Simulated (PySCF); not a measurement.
PySCF input (HF/def2-TZVPD):

```python
from pyscf import gto, scf, dft

mol = gto.M(
    atom='''
    C     1.96845865   -0.10294907    0.01151639
    C     0.54514900   -0.46544654   -0.29445849
    O     0.21370753   -1.41894321   -0.95774381
    C    -0.54514900    0.46544654    0.29445849
    O    -0.21370753    1.41894321    0.95774381
    C    -1.96845865    0.10294907   -0.01151639
    H     2.18186872    0.90524642   -0.34909671
    H     2.63766789   -0.82349551   -0.45157470
    H     2.12208968   -0.07654720    1.09213855
    H    -2.12208968    0.07654720   -1.09213855
    H    -2.18186872   -0.90524642    0.34909671
    H    -2.63766789    0.82349551    0.45157470
    ''',
    basis='def2-tzvpd',
    charge=0,
    spin=0,
    verbose=4,
)

mf = scf.RHF(mol).density_fit(auxbasis='def2-universal-jkfit')
mf.conv_tol = 1e-9
mf.max_cycle = 100
mf.max_memory = 1500
mf.kernel()
if not mf.converged:
    mf = mf.newton()
    mf.kernel(mf.make_rdm1())
mf.analyze()
```

End of the output:

```
Extra cycle  E= -304.810180559814  delta_E= -3.98e-12  |g|= 1.91e-06  |ddm|= 1.43e-05
converged SCF energy = -304.810180559814
**** SCF Summaries ****
Total Energy =                        -304.810180559813716
Nuclear Repulsion Energy =             226.409465283805503
One-electron Energy =                 -864.163195405003535
Two-electron Energy =                  332.943549561384316
Two-electron Coulomb Energy =          372.308966415176030
DFT Exchange-Correlation Energy =      -39.365416853791714
HOMO-LUMO gap [eV] =                    12.776073168794056
**** MO energy ****
MO #1   energy= -20.5779815279442  occ= 2
MO #2   energy= -20.5779806333807  occ= 2
MO #3   energy= -11.3518107576027  occ= 2
MO #4   energy= -11.3512507228068  occ= 2
MO #5   energy= -11.2410544482103  occ= 2
MO #6   energy= -11.2410523478349  occ= 2
MO #7   energy= -1.42752784883821  occ= 2
MO #8   energy= -1.40898226471857  occ= 2
MO #9   energy= -1.03723892083953  occ= 2
MO #10  energy= -1.02284242693071  occ= 2
MO #11  energy= -0.870632447908577 occ= 2
MO #12  energy= -0.729252526787462 occ= 2
MO #13  energy= -0.699640526051788 occ= 2
MO #14  energy= -0.665554922128635 occ= 2
MO #15  energy= -0.634020024109985 occ= 2
MO #16  energy= -0.615747679476241 occ= 2
MO #17  energy= -0.59292218313672  occ= 2
MO #18  energy= -0.587931263061176 occ= 2
MO #19  energy= -0.553167254200677 occ= 2
MO #20  energy= -0.522547039826515 occ= 2
MO #21  energy= -0.511307660271747 occ= 2
MO #22  energy= -0.507911396707321 occ= 2
MO #23  energy= -0.40969153012383  occ= 2
MO #24  energy= 0.0598205027951776 occ= 0
MO #25  energy= 0.0644836956607384 occ= 0
MO #26  energy= 0.0814287691360606 occ= 0
MO #27  energy= 0.0872127903082292 occ= 0
MO #28  energy= 0.103033607255325  occ= 0
MO #29  energy= 0.107904031762798  occ= 0
MO #30  energy= 0.122047922948906  occ= 0
MO #31  energy= 0.129430632523036  occ= 0
MO #32  energy= 0.132651910940178  occ= 0
MO #33  energy= 0.158494995503766  occ= 0
MO #34  energy= 0.162037107645106  occ= 0
MO #35  energy= 0.172221853658752  occ= 0
MO #36  energy= 0.178801150169258  occ= 0
MO #37  energy= 0.193054708575595  occ= 0
MO #38  energy= 0.211140645343935  occ= 0
MO #39  energy= 0.21560055081792   occ= 0
MO #40  energy= 0.217670998486664  occ= 0
MO #41  energy= 0.224098023273086  occ= 0
MO #42  energy= 0.239785700669236  occ= 0
MO #43  energy= 0.262323107539531  occ= 0
MO #44  energy= 0.26275752796425   occ= 0
MO #45  energy= 0.279743878740106  occ= 0
MO #46  energy= 0.27999511357897   occ= 0
MO #47  energy= 0.297403369309067  occ= 0
MO #48  energy= 0.303584799034066  occ= 0
MO #49  energy= 0.318605767851799  occ= 0
MO #50  energy= 0.319841781555621  occ= 0
MO #51  energy= 0.326229863880036  occ= 0
MO #52  energy= 0.329914595009516  occ= 0
MO #53  energy= 0.359539570432376  occ= 0
MO #54  energy= 0.364023197589722  occ= 0
MO #55  energy= 0.364441028448525  occ= 0
MO #56  energy= 0.373367218835676  occ= 0
MO #57  energy= 0.380043509964364  occ= 0
MO #58  energy= 0.380762612608465  occ= 0
MO #59  energy= 0.385247427616663  occ= 0
MO #60  energy= 0.391938798422084  occ= 0
MO #61  energy= 0.40517590869195   occ= 0
MO #62  energy= 0.409903993103037  occ= 0
MO #63  energy= 0.414860150142303  occ= 0
MO #64  energy= 0.429604024392833  occ= 0
MO #65  energy= 0.433259588747242  occ= 0
MO #66  energy= 0.444904684023854  occ= 0
MO #67  energy= 0.450242276882582  occ= 0
MO #68  energy= 0.464606073567742  occ= 0
MO #69  energy= 0.465575914066172  occ= 0
MO #70  energy= 0.481269718721364  occ= 0
MO #71  energy= 0.482997467348858  occ= 0
MO #72  energy= 0.497235724947068  occ= 0
MO #73  energy= 0.498029036796389  occ= 0
MO #74  energy= 0.499937128248894  occ= 0
MO #75  energy= 0.504362537049944  occ= 0
MO #76  energy= 0.520048549364984  occ= 0
MO #77  energy= 0.530742578712819  occ= 0
MO #78  energy= 0.533588743901968  occ= 0
MO #79  energy= 0.538841972163092  occ= 0
MO #80  energy= 0.556103075539602  occ= 0
MO #81  energy= 0.565286633206386  occ= 0
MO #82  energy= 0.566280569592263  occ= 0
MO #83  energy= 0.576491681379908  occ= 0
MO #84  energy= 0.59420511104272   occ= 0
MO #85  energy= 0.618727157632834  occ= 0
MO #86  energy= 0.639455094362792  occ= 0
MO #87  energy= 0.645682673081175  occ= 0
MO #88  energy= 0.667836823081992  occ= 0
MO #89  energy= 0.687727925815901  occ= 0
MO #90  energy= 0.694628200244417  occ= 0
MO #91  energy= 0.696768845376293  occ= 0
MO #92  energy= 0.704347444711166  occ= 0
MO #93  energy= 0.710026988302478  occ= 0
MO #94  energy= 0.724987104030155  occ= 0
MO #95  energy= 0.73922224847446   occ= 0
MO #96  energy= 0.739231606460589  occ= 0
MO #97  energy= 0.758135793300524  occ= 0
MO #98  energy= 0.762746254970764  occ= 0
MO #99  energy= 0.785462371083698  occ= 0
MO #100 energy= 0.80456885305987   occ= 0
MO #101 energy= 0.810203690921525  occ= 0
MO #102 energy= 0.821460057626631  occ= 0
MO #103 energy= 0.833254154445693  occ= 0
MO #104 energy= 0.833322626946532  occ= 0
MO #105 energy= 0.842290198687226  occ= 0
MO #106 energy= 0.847830785033058  occ= 0
MO #107 energy= 0.86056239832104   occ= 0
[...]
```
